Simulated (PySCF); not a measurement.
**Spinor energies of Se³³⁺ (selenium, charge +33)**

Start: 1s1; 1s1/2 filled at m_j = +1/2. Calculated with PySCF 2.14 in an even-tempered Gaussian basis (15 s from 53 bohr⁻², ratio 2.4; 10 p from 69 bohr⁻², ratio 2.4; 3 d from 210 bohr⁻², ratio 2.6; 3 f from 310 bohr⁻², ratio 2.6): generalised Hartree-Fock with the X2C-1e Hamiltonian and a Gaussian nucleus; one run each with spin-orbit coupling (SO) switched off, then screened by Boettger's factors.

```csv
spinor shell,electrons,"ε, spin-free (eV)","ε, screened SO (eV)",weight of nominal j (screened SO),"rms radius, screened SO (bohr)"
1s1/2,1,-15977.7,-15977.7,1.000,0.0496
```

```csv
quantity,spin-free,screened SO
E (hartree),-587.17098,-587.17098
M_J,1/2,1/2
⟨J²⟩,0.750,0.750
⟨L²⟩,0.000,0.000
⟨S²⟩,0.750,0.750
```

Without spin-orbit coupling the j labels of p, d and f shells carry no meaning; the spin-free column gives the mean over the occupied spinors of each nl shell.
